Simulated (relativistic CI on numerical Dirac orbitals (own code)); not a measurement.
# d1 to d9 in one octahedral field

Computed with a parametric ligand-field model without spin-orbit coupling, by exact diagonalisation: B = 560, C = 2240, 10Dq = 35700 cm⁻¹ (Oh; |10Dq|/B = 63.8) for every shell. Energies in cm⁻¹; the field energy is (0.6 n_e − 0.4 n_t2) × 10Dq of the ground term; g labels are left out.

| Shell | Ground term | Electrons in e | Field energy | First spin-allowed bands | Lowest term of other spin |
| --- | --- | --- | --- | --- | --- |
| d1 | 2T2 | 0.000 | -14280 | 2E 35700 |  |
| d2 | 3T1 | 0.007 | -28322 | 3T2 34295, 3T1 41291 | 1T2 8008 |
| d3 | 4A2 | 0.000 | -42840 | 4T2 35700, 4T1 42056 | 2E 11223 |
| d4 | 3T1 | 0.010 | -56749 | 3E 33436, 3T1 33982 | 1T2 6973 |
| d5 | 2T2 | 0.020 | -70674 | 2A2 32563, 2T1 32766 | 4T1 24694 |
| d6 | ? | ? | ? | ? | ? |
| d7 | 2E | 1.010 | -63907 | 2T1 33852, 2T2 34421 | 4T1 24656 |
| d8 | 3A2 | 2.000 | -42840 | 3T2 35700, 3T1 42056 | 1E 8908 |
| d9 | 2E | 3.000 | -21420 | 2T2 35700 |  |

**Question.** Fill in the row of d6.

**Answer.** Ground term: 1A1; Electrons in e: 0.015; Field energy: -85131; First spin-allowed bands: 1T1 33975, 1T2 42157; Lowest term of other spin: 3T1 29266. Low spin: d4, d5, d6, d7; the other shells keep the spin of the free ion. Only d4 to d7 can choose; the field needed to pair spins is smallest for d6 and largest for d5, which loses most exchange energy. In the strong-field picture 10Dq must exceed about 6B + 5C = 14560 (d4), 7.5B + 5C = 15400 (d5), 2.5B + 4C = 10360 (d6) and 4B + 4C = 11200 (d7); mixing of terms shifts these bounds somewhat.
